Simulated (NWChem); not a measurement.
Species: C2H4BFO2; SMILES C=C(F)B(O)O

```xyz
10

C     -1.2749    -1.4908     0.0000
C     -0.1447    -0.7870     0.0000
F      1.0473    -1.4358     0.0000
B      0.0193     0.7789     0.0000
O     -1.0858     1.5610     0.0000
O      1.2625     1.3260     0.0000
H     -1.2727    -2.5838     0.0000
H     -2.2265    -0.9574     0.0000
H     -0.8611     2.4980     0.0000
H      1.9425     0.6419     0.0000
```
Atoms are numbered in this order, from 1.

Results from NWChem. Medium grid unless said otherwise, to which SCAN and Minnesota functionals are sensitive. Coordinates come from a PBE0/def2-SVP optimisation. Hybrids' shares of exact exchange are those that their runs print; pure functionals count as 0. The functionals differ in more than this share.

| row | share of exact exchange | orbital gap (eV) |
|---|---|---|
| PBE/def2-TZVP | 0.00 | 4.75 |
| BLYP/def2-TZVP | 0.00 | 4.73 |
| B3LYP/def2-TZVP | 0.20 | 6.48 |
| PW6B95/def2-TZVP | 0.28 | withheld |
| M06-2X/def2-TZVP | 0.54 | 9.17 |
| Hartree-Fock/def2-TZVP | 1.00 | 13.36 |

### Question
Fit a straight line of the last column on the one before it, predict the withheld value, and compare with the run.

### Answer

1. Means of the 5 shown rows: x = 0.348, y = 7.698. Slope Σ(x − x̄)(y − ȳ)/Σ(x − x̄)² = 6.213/0.7261 = 8.557; intercept 4.720.
2. The shown rows scatter about the line by 0.089 (root mean square); the largest residual is -0.17, at M06-2X/def2-TZVP.
3. At x = 0.28 (PW6B95/def2-TZVP; inside the shown range) the line gives 7.12.
4. The run gives 7.10, -0.02 from the line, 0.2 times the scatter.
